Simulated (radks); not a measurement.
The hafnium anion Hf- inside a hard spherical wall (all orbitals vanish at R), configuration held at [Xe] 4f14 5d3 6s2 and not refilled when levels cross. Method: scalar-relativistic Kohn-Sham, PBE, spin-unpolarised, spherical densities, point nucleus; computed with a radial shooting solver on a logarithmic mesh with Libxc functionals. Eigenvalues in eV, with the zero of energy where the potential of the charges vanishes at infinity; a dash marks a level that is unbound or too diffuse for the functional's potential to be trusted. A positive occupied level is held by the wall or, in an anion where self-interaction has pushed it up, behind a barrier. The pressure on the wall is -dE/dV.

| R (bohr) | E (hartree) | kinetic (hartree) | e(5p) | e(4f) | e(6s) | e(6p, empty) | e(5d) | e(7s, empty) | pressure (GPa) |
|---|---|---|---|---|---|---|---|---|---|
| 15 | -15078.2116 | 16523.343 | -29.940 | -11.174 | -0.411 | 2.232 | 2.383 | 2.741 | 0.0116 |
| 12 | -15078.2064 | 16523.349 | -29.441 | -10.671 | -0.080 | 2.709 | 2.800 | 4.005 | 0.0450 |
| 10 | -15078.1971 | 16523.379 | -28.847 | -10.069 | 0.309 | 3.308 | 3.298 | 5.758 | 0.179 |
| 8 | -15078.1656 | 16523.501 | -27.572 | -8.773 | 1.192 | 4.654 | 4.373 | 9.656 | 1.07 |
| 7 | -15078.1217 | 16523.667 | -26.336 | -7.508 | 2.135 | 6.054 | 5.433 | 13.574 | 3.04 |
| 5 | -15077.7761 | 16524.817 | -21.011 | -1.942 | 7.485 | 13.790 | 10.400 | 33.817 | 36.0 |
| 3.5 | -15076.2336 | 16529.754 | -10.930 | 9.342 | 25.286 | 38.286 | 22.181 | 91.291 | 451 |
| 3 | -15074.4328 | 16535.850 | -3.633 | 17.839 | 42.998 | 61.051 | 31.802 | 140.56 | 1380 |
| 2.5 | -15070.0019 | 16550.971 | 10.290 | 33.506 | 80.946 | 106.88 | 50.530 | 234.34 | 5250 |
| 1.5 | -15008.3029 | 16742.316 | 143.95 | 144.24 | 441.57 | 501.96 | 219.16 | 962.99 | 197000 |
